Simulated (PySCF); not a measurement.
Gas-phase equilibrium of 1 mol NO, 1.5 mol O2 at 2000 K and 1.00 bar, among 8 species (O2, N2, O, NO, O3, N, N2O, NO2). Only gases are allowed; each row takes one source of thermochemistry for all species, and Cantera finds the minimum.

Method: PySCF energies (xtb for GFN2) plus ideal-gas RRHO corrections (1 bar). 'Table' is the NASA 1993 thermochemical table (part measured, part estimated). After a fit of one offset per element over all species, the range-separated, M06-2X, PBE0/def2-QZVP and CCSD(T)/def2-TZVPP enthalpies, where run, lie to one side of the table for O3 (+19 kJ/mol): a fault of the table's entry, another state or a shared error of the levels is possible; this was not checked at source. † marks an energy on the PBE0/def2-TZVP geometry and frequencies; other levels use their own. MP2 freezes the core. Open shells (unrestricted) among the columns below: O2 (multiplicity 3), O (multiplicity 3, electronic degeneracy 9), NO (multiplicity 2, electronic degeneracy 4), NO2 (multiplicity 2); the rest are closed-shell singlets. GFN2 has no spin-polarisation term. Spin-orbit splitting is ignored; it lowers the true energy and changes the entropy of O, NO. MP2 isn't extrapolated to the basis-set limit. The harmonic model lacks anharmonicity and excited electronic states, which grow with temperature; levels with a mode under 35 cm⁻¹ are left out. Strong static correlation: O3.

Molecules larger than those listed are left out. Table species left out: NO3.

Mole fractions:

```json
[
 {"thermochemistry": "table", "x O2": "0.80", "x NO2": "2.5e-5", "x O3": "4.1e-8", "x N2": "0.20", "x NO": "0.0074", "x O": "0.00060", "x N2O": "2.1e-7"},
 {"thermochemistry": "GFN2-xTB", "x O2": "0.083", "x NO2": "0.58", "x O3": "0.33", "x N2": "1.1e-8", "x NO": "6.0e-5", "x O": "1.8e-10", "x N2O": "0.00021"},
 {"thermochemistry": "M06-2X/def2-TZVP†", "x O2": "0.80", "x NO2": "9.0e-6", "x O3": "2.6e-10", "x N2": "0.20", "x NO": "0.0062", "x O": "0.00053", "x N2O": "1.3e-7"},
 {"thermochemistry": "MP2/def2-TZVPP†", "x O2": "0.80", "x NO2": "4.1e-5", "x O3": "6.8e-8", "x N2": "0.20", "x NO": "0.0038", "x O": "0.00036", "x N2O": "6.9e-7"},
 {"thermochemistry": "PBE/def2-TZVP†", "x O2": "0.80", "x NO2": "0.00042", "x O3": "4.1e-8", "x N2": "0.20", "x NO": "0.0084", "x O": "3.6e-5", "x N2O": "5.2e-6"},
 {"thermochemistry": "r2SCAN/def2-TZVP†", "x O2": "0.80", "x NO2": "0.00011", "x O3": "2.2e-9", "x N2": "0.20", "x NO": "0.0063", "x O": "0.00021", "x N2O": "1.5e-6"},
 {"thermochemistry": "ωB97M-V/def2-TZVP†", "x O2": "0.80", "x NO2": "1.6e-5", "x O3": "1.2e-9", "x N2": "0.20", "x NO": "0.0074", "x O": "0.00047", "x N2O": "1.1e-7"}
]
```
The most sensitive of these is O3: it spans a factor of 10^9.1 over these rows; at this temperature one factor of ten is RT ln 10 = 38 kJ/mol.
